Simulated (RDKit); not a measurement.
RDKit input (UFF):

```python
from rdkit import Chem
from rdkit.Chem import AllChem, rdDetermineBonds

mol = Chem.MolFromXYZFile('mol.xyz')
rdDetermineBonds.DetermineBonds(mol, charge=-1)
print('SMILES', Chem.MolToSmiles(Chem.RemoveHs(mol)))
ff = AllChem.UFFGetMoleculeForceField(mol)
e0 = ff.CalcEnergy()
flag = ff.Minimize(maxIts=5000, forceTol=1e-5)
print(f'energy {e0:.4f} -> {ff.CalcEnergy():.4f} kcal/mol, converged: {flag == 0}')
print(Chem.MolToXYZBlock(mol))
```
mol.xyz:
```
11

C     -2.21082500     0.52521900    -0.10050000
Si    -0.79333700    -0.71996200    -0.65220900
B      0.86418100     0.09598600     0.18568100
O      1.22275300     1.44173600     0.13906600
O      1.88207700    -0.69880800     0.74748500
H     -2.26350500     0.70740500     0.97724000
H     -3.19223500     0.16810300    -0.43039500
H     -2.04030400     1.48985700    -0.59000800
H     -0.95713700    -1.80744600     0.43296800
H      2.10804500     1.54894700     0.51438600
H      1.55725500    -1.60207100     0.80892800
```

Output:

```
[04:37:32] UFFTYPER: Warning: hybridization set to SP3 for atom 1
SMILES C[SiH]=[B-](O)O
energy 65.7564 -> -0.5411 kcal/mol, converged: True
11

C     -2.204116    0.639399   -0.141959
Si    -0.801203   -0.570638    0.085519
B      0.831017    0.019487    0.398344
O      1.079173    1.478200    0.478907
O      1.955103   -0.932839    0.581027
H     -2.312754    1.255556    0.774141
H     -3.145508    0.082785   -0.327595
H     -1.986831    1.298505   -1.007440
H     -1.057141   -2.016116    0.003852
H      2.011935    1.828118    0.657982
H      1.807292   -1.933492    0.529864
```

The dipole moment of an ion depends on the origin.

The geometry given is a B3LYP-D3(BJ)/def2-TZVP minimum.
